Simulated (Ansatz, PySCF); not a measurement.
This Ansatz (a quantum-chemistry and plane-wave program) input computes a PBE/def2-TZVPD energy:

Ansatz 0.2 input:
```yaml
crystal:
  periodic: [false, false, false]
  atoms:
    - {symbol: C, position_ang: [-2.41258030, -0.01888964, -0.05731211]}
    - {symbol: C, position_ang: [-0.93801091, 0.30083308, -0.04676144]}
    - {symbol: C, position_ang: [-0.05226916, -0.70089223, 0.05439762]}
    - {symbol: Cl, position_ang: [1.73554293, 0.08710432, 0.03538939]}
    - {symbol: H, position_ang: [-2.90761299, 0.31745366, -0.98009618]}
    - {symbol: H, position_ang: [-2.95041684, 0.45692304, 0.77578377]}
    - {symbol: H, position_ang: [-2.55399749, -1.09976569, 0.02509439]}
    - {symbol: H, position_ang: [-0.67504020, 1.35830825, -0.12434605]}
basis:
  gaussian:
    orbitals: def2-TZVPD
hamiltonian:
  xc: {name: PBE}
total_charge: -1
output: {forces: true}
```

Problem. Write an input for the same energy in PySCF and say what it gives.

Solution. 
```python
from pyscf import gto, scf, dft

mol = gto.M(
    atom='''
    C    -2.41258030   -0.01888964   -0.05731211
    C    -0.93801091    0.30083308   -0.04676144
    C    -0.05226916   -0.70089223    0.05439762
    Cl    1.73554293    0.08710432    0.03538939
    H    -2.90761299    0.31745366   -0.98009618
    H    -2.95041684    0.45692304    0.77578377
    H    -2.55399749   -1.09976569    0.02509439
    H    -0.67504020    1.35830825   -0.12434605
    ''',
    basis='def2-tzvpd',
    charge=-1,
    spin=0,
    verbose=4,
)

mf = dft.RKS(mol, xc='pbe').density_fit(auxbasis='def2-universal-jkfit')
mf.grids.level = 3
mf.conv_tol = 1e-9
mf.max_cycle = 100
mf.max_memory = 1500
mf.kernel()
if not mf.converged:
    mf = mf.newton()
    mf.kernel(mf.make_rdm1())
mf.analyze()
```
It gives -576.59478 Eh, and Ansatz -576.59470 Eh, a difference of 0.08 mEh, from the treatment of integrals and grids.

It need not be the lowest isomer of its formula. Whether it binds its extra electron was not tested at this geometry.
